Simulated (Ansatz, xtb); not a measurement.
**C4H7NSSi: which of two isomers lies lower**

Structure X: `Nc1ccsc1[SiH3]`, a singlet. Structure Y: `Nc1cc([SiH3])cs1`, a singlet. Both are isolated molecules in the gas phase, relaxed with PBE-D3(BJ)/def2-SVP; the shapes shown needn't be the lowest conformers.

X (Å):

```xyz
14

C     0.1097    0.4465   -2.2462
C    -0.3374   -0.6347   -3.0831
C    -0.0470   -1.8755   -2.5548
C     0.7361   -0.0047   -1.0717
N    -0.0221    1.7802   -2.6152
S     0.7705   -1.7548   -1.0415
Si    1.4887    1.0144    0.2888
H     0.0440    2.4545   -1.8490
H    -0.8111    1.9819   -3.2315
H    -0.8503   -0.4873   -4.0442
H    -0.2767   -2.8588   -2.9836
H     1.4032    0.2850    1.6011
H     2.9309    1.3805    0.0476
H     0.7175    2.3102    0.3915
```

Y (Å):

```xyz
14

C    -1.5397   -1.3943    0.5023
C    -0.6497   -0.9409    1.4655
C     0.7241   -1.2435    1.1615
C     0.8537   -1.9314   -0.0328
N    -2.9141   -1.2128    0.4278
S    -0.6867   -2.1994   -0.8041
Si    2.2013   -0.7977    2.2255
H    -3.4358   -1.9658   -0.0262
H    -3.3426   -0.9457    1.3167
H    -0.9809   -0.4077    2.3683
H     3.4512   -1.3139    1.5663
H     2.0909   -1.4036    3.6013
H     2.3224    0.6939    2.4028
H     1.7638   -2.3092   -0.5139
```

Problem. Estimate E(Y) − E(X) at the level CCSD(T)/def2-SVP + ΔMP2/def2-TZVPP.

Solution. Calculated at CCSD(T)/def2-SVP + ΔMP2/def2-TZVPP: E(Y) − E(X) = +4.3 kcal/mol, so structure X lies lower.

How the difference moves with the method:

```
                             level             geometry  E(Y) − E(X) (kcal/mol)  departure from the last row (kcal/mol)  job, with rough time for the two
                          GFN2-xTB             GFN2-xTB                      +1.3                                    −3.0              optimisation, 0.47 s
                         HF/STO-3G             GFN2-xTB                      −0.7                                    −5.0               single point, 1.2 s
                r2SCAN-D4/def2-SVP             GFN2-xTB                      +4.6                                    +0.3               single point, 6.2 s
               PBE-D3(BJ)/def2-SVP  PBE-D3(BJ)/def2-SVP                      +3.8                                    −0.5                optimisation, 75 s
                       HF/def2-SVP  PBE-D3(BJ)/def2-SVP                      +3.1                                    −1.2           part of the CCSD(T) run
                      MP2/def2-SVP  PBE-D3(BJ)/def2-SVP                      +3.7                                    −0.6           part of the CCSD(T) run
                  CCSD(T)/def2-SVP  PBE-D3(BJ)/def2-SVP                      +3.5                                    −0.8                      single point
CCSD(T)/def2-SVP + ΔMP2/def2-TZVPP  PBE-D3(BJ)/def2-SVP                      +4.3                                                        single point, 86 s
```

As drawn, both hold the same kinds of bond in the same numbers.

HF/STO-3G puts the two in the other order. The largest departure from CCSD(T)/def2-SVP + ΔMP2/def2-TZVPP is that of HF/STO-3G, 5.0 kcal/mol. The last row adds to CCSD(T) the change of the MP2 difference between the two basis sets, here +0.8 kcal/mol.

With thermal terms from frequencies at re-optimised GFN2-xTB minima (ideal gas, soft modes damped towards free rotors, one conformer each, 298.15 K, 1 atm): the zero-point term adds −0.2 kcal/mol; ΔH is +4.2 and ΔG +4.0 kcal/mol.

The correlated steps freeze 15 core orbitals. Codes used: Ansatz 0.2.0, xtb 6.7.1; the last row on 2 threads of Intel(R) Xeon(R) Platinum 8488C (Sapphire Rapids) on a shared host.
